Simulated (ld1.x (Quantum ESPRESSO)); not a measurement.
**Before and after: TM potential for Ta (Z = 73)**

tantalum, norm-conserving Troullier–Martins (Kleinman–Bylander form), made with ld1.x (Quantum ESPRESSO) 7.5 (PBE, fully relativistic). Core [Kr] 4d10 4f14 5s2, reference 5p6 5d3 6s2 6p0. Waves: 6s (bound): rc 2.75 bohr; 5p (bound): rc 1.60 bohr; 5d (bound): rc 1.55 bohr. Local part: all-electron potential smoothed inside 2.35 bohr (lloc = -1). Core correction: none.

Open shells are filled in proportion to 2j + 1 (rel_dist='average').

All-electron outer shells of the reference configuration (PBE, scalar-relativistic, ld1.x):

```
shell  level (eV)  outermost node (bohr)  outermost maximum (bohr)
   5s      -73.00                   0.54                      0.98
   5p      -39.40                   0.58                      1.13
   4f      -24.70                      –                      0.44
   6s       -5.44                   1.32                      2.78
   5d       -3.59                   0.65                      1.58
   6p       -1.39                   1.60                      3.89
```

Change: wave 5d (bound): rc 1.55 bohr becomes 5d (bound): rc 2.02 bohr.

Cutoffs: the cutoffs (Ry, on a coarse ladder) from which the occupation-weighted sum of valence levels, in a spherical-Bessel basis at the reference potential, stays within 10 and 1 mRy of its value at 400 Ry; they do not see the model core or the augmentation charge, which bear on the density cutoff. Errors are all-electron minus pseudo energies relative to the spin-unpolarised reference configuration.

Question: How do hardness, ghosts and transferability respond?

Answer: The potential gets neither clearly harder nor softer (50 Ry and 90 Ry → 50 Ry and 90 Ry); both files keep a bound ghost (s); the errors of the 6 common tests hardly move.

| quantity | base | changed |
| --- | --- | --- |
| cutoff, loose | 50 Ry | 50 Ry |
| cutoff, tight | 90 Ry | 90 Ry |
| bound ghosts | s | s |
| tests counted (converged, no solver errors) | 6 of 7 | 6 of 7 |
| error for 5p6 5d3 6s1 6p0, meV [ΔE 8.47 eV] | -4.4 | -4.5 |
| error for 5p6 5d3 6s0 6p0, meV [ΔE 23.44 eV] | -1.5 | -1.7 |
| error for 5p6 5d2 6s0 6p0, meV [ΔE 47.04 eV] | +72 | +71 |
| error for 5p6 5d3.5 6s1.5 6p0, meV [ΔE 0.99 eV] | -7.4 | -7.4 |
| error for 5p6 5d4 6s1 6p0, meV [ΔE 2.09 eV] | -25 | -25 |
| error for 5p6 5d3 6s0 6p2, meV [ΔE 8.52 eV] | -118 | -118 |
| s: phases at 3.01 bohr within 0.05 rad from the reference energy up to (Ry; the scan ends near 5) | 3.1 | 3.1 |
| p1/2: phases at 3.01 bohr within 0.05 rad from the reference energy up to (Ry; the scan ends near 5) | -0.1 | -0.1 |
| p3/2: phases at 3.01 bohr within 0.05 rad from the reference energy up to (Ry; the scan ends near 5) | to the end of the scan | to the end of the scan |
| d3/2: phases at 3.01 bohr within 0.05 rad from the reference energy up to (Ry; the scan ends near 5) | 1.8 | 1.8 |
| d5/2: phases at 3.01 bohr within 0.05 rad from the reference energy up to (Ry; the scan ends near 5) | 1.9 | 1.9 |

Base: Tests not counted: 5p5 5d3 6s2 6p0 (solver errors, printed error -930 eV). These tests converged, but a pseudo level misses the all-electron one widely, so the file describes the atom poorly there or has found another state: 5p6 5d2 6s0 6p0: empty 6s by 4.4 eV. ld1.x printed “convergence not achieved” for 1 of the counted tests; its residual had stalled under 1e-8, short of the target of 1e-14. Changed file: Tests not counted: 5p5 5d3 6s2 6p0 (solver errors, printed error -931 eV). These tests converged, but a pseudo level misses the all-electron one widely, so the file describes the atom poorly there or has found another state: 5p6 5d2 6s0 6p0: empty 6s by 4.4 eV. ld1.x printed “convergence not achieved” for 1 of the counted tests; its residual had stalled under 1e-8, short of the target of 1e-14. A true bound ghost makes a file unfit for plane-wave use even where its test errors are small: the radial tests pick states by their node count and pass the ghost by. Where a test does run into it, the solver fails or the error is huge.
